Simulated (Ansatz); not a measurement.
Ideal-gas functions of `[F][Ge]([F])([F])[SiH3]` at 600 K and 1 bar, from an Ansatz frequency run at PBE0-D4/def2-TZVP.

Molar mass 160.71 g/mol, point group C3v (symmetry number 3), electronic degeneracy 1, moments of inertia 147.082, 276.06, 276.078 u Å². Harmonic wavenumbers (cm⁻¹, unscaled): 70, 111, 111, 229, 229, 255, 371, 525, 525, 713, 735, 735, 859, 929, 930, 2251, 2275, 2275.

Use S(trans) = R[1.5 ln M + 2.5 ln T − 1.1517]; rotational temperatures θ = 24.2544 K / I; S(rot) = R[ln(√π/σ · √(T³/θAθBθC)) + 1.5]; for each mode x = 1.438777 ν̃/T, S = R[x/(eˣ − 1) − ln(1 − e⁻ˣ)] and H = RT x/(eˣ − 1); 1 cm⁻¹ = 0.0119627 kJ/mol; R = 8.31446 J/(mol·K).

Q: By hand: the entropy, in J/(mol·K).

A: Translation 186.7. Rotation: θ = 0.1649, 0.0879, 0.0879 K, giving 115.6. Vibration, mode by mode: 23.16, 19.34, 19.34, 13.40, 13.40, 12.53, 9.56, 6.93, 6.93, 4.80, 4.60, 4.60, 3.64, 3.19, 3.18, 0.24, 0.23, 0.23, in all 149.3. Electronic 0.0. Sum 451.6 J/(mol·K).

Q: By hand: H − E and G − E in kJ/mol, counted from the electronic energy.

A: Zero-point energy ½ × 14128 × 0.0119627 = 84.5; thermal vibration 42.5; translation, rotation and pV give 4 RT = 20.0. H − E = 147.0 kJ/mol, and G − E = 147.0 − 600 × 451.6/1000 = -124.0 kJ/mol.

Vibration gives 33 % of the entropy, 61.9 J/(mol·K) of it from the modes under 150 cm⁻¹: soft modes count most, and the harmonic formula is weakest for them.
